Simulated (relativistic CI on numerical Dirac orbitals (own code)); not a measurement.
**Line list: Electric-dipole lines, Re LXIV**

Calculated at this level of theory: Dirac-Coulomb-Breit CI, orbitals from a KLI potential per configuration, model QED, unscaled Slater integrals (own radial code, finite nucleus).

CI space (outside the closed core [Ne]): 3s², 3s3p, 3p², 3s3d, 3d², 3p3d, 3p4s, 3d4s, 3s4s, 3s4p, 3s4d, 3s4f, 3s5s, 3s5p, 3s5d, 4s². Levels of other configurations are missing.

```tsv
λ vac (Å)	Lower	Upper	A (s⁻¹)	gf	Branching (%)
2.8052	3s3p ³P°2 [5]	3s5d ³D3 [66]	6.53e+13	5.39e-01	72.7
3.4918	3s² ¹S0 [1]	3s4p ¹P°1 [43]	4.95e+13	2.71e-01	78.2
3.5621	3s3p ³P°0 [2]	3s4d ³D1 [44]	6.39e+13	3.65e-01	54.0
3.5777	3s3p ³P°1 [3]	3s4d ³D2 [45]	9.31e+13	8.93e-01	79.2
3.6618	3s² ¹S0 [1]	3s4p ³P°1 [39]	4.20e+13	2.53e-01	70.3
3.9671	3s3p ³P°2 [5]	3s4d ³D3 [46]	1.23e+14	2.03e+00	99.8
4.0138	3s3p ¹P°1 [6]	3s4d ¹D2 [47]	1.10e+14	1.33e+00	89.9
4.1433	3p² ¹D2 [7]	3s4f ³F°3 [49]	3.16e+13	5.69e-01	12.2
4.1985	3s3d ³D1 [9]	3s4f ³F°2 [48]	2.17e+14	2.86e+00	83.9
4.2142	3s3d ³D2 [10]	3s4f ³F°3 [49]	2.03e+14	3.78e+00	78.5
4.3040	3s3d ³D3 [11]	3s4f ³F°4 [50]	2.51e+14	6.27e+00	99.7
4.3202	3s3d ¹D2 [12]	3s4f ¹F°3 [51]	2.32e+14	4.54e+00	92.1
4.4694	3s3p ³P°2 [5]	3s4s ³S1 [36]	4.36e+13	3.91e-01	61.9
8.7857	3s4p ³P°2 [42]	3s5d ³D3 [66]	2.30e+13	1.87e+00	25.7
20.184	3p3d ³F°2 [13]	3d² ³F2 [27]	1.83e+12	5.58e-01	53.0
20.362	3s3p ³P°1 [3]	3s3d ³D2 [10]	3.06e+12	9.52e-01	99.9
20.574	3p² ³P0 [4]	3p3d ³D°1 [14]	2.35e+12	4.48e-01	96.6
20.586	3p3d ³F°3 [16]	3d² ¹G4 [31]	1.43e+12	8.15e-01	82.5
20.764	3p² ¹D2 [7]	3p3d ³D°2 [19]	1.61e+12	5.21e-01	42.7
21.209	3s3p ³P°2 [5]	3p² ³P2 [17]	2.09e+12	7.05e-01	50.0
21.377	3s3d ³D3 [11]	3p3d ³D°3 [25]	1.14e+12	5.48e-01	48.3
21.486	3s3p ³P°0 [2]	3p² ³P1 [8]	1.38e+12	2.86e-01	63.4
21.593	3s² ¹S0 [1]	3s3p ¹P°1 [6]	2.93e+12	6.15e-01	100.0
22.246	3s3d ³D2 [10]	3p3d ³F°3 [21]	2.93e+12	1.52e+00	83.9
22.608	3s3d ³D3 [11]	3p3d ³F°4 [23]	1.85e+12	1.28e+00	100.0
22.703	3s3p ¹P°1 [6]	3p² ³P2 [17]	2.09e+12	8.09e-01	50.0
22.847	3s3d ¹D2 [12]	3p3d ³P°2 [24]	1.56e+12	6.10e-01	67.7
40.429	3s3p ³P°2 [5]	3s3d ³D3 [11]	2.69e+11	4.62e-01	100.0
41.042	3p² ³P2 [17]	3p3d ³D°3 [25]	4.76e+11	8.42e-01	20.1
44.777	3p3d ³D°3 [25]	3d² ³F4 [33]	3.25e+11	8.79e-01	69.2
```

Terms are leading LS components. Brackets give the number of a level in order of energy, since labels repeat. The list gives strong lines, with weight on those to low levels, without lines whose two gauges differ by over a factor of 2.5. Levels whose partners in the same complex of configurations lie outside the list can be far off, and so can their lines. Rates are taken at the computed energies, electric ones in the length gauge.

At this charge energies of transitions that change n are usually good to better than 1 %, and those within a shell (Δn = 0) to a few per cent.

Question: From the table, what is the radiative lifetime of 3s5d ³D3?

Answer: The listed rates from this level add up to about 8.83e+13 s⁻¹, 98 % of its decay; with all channels τ = 1.11e-14 s.

LS names give the leading component of a level, which can be under half, so a name can repeat, a term be missing and a line seem to break the LS rules.
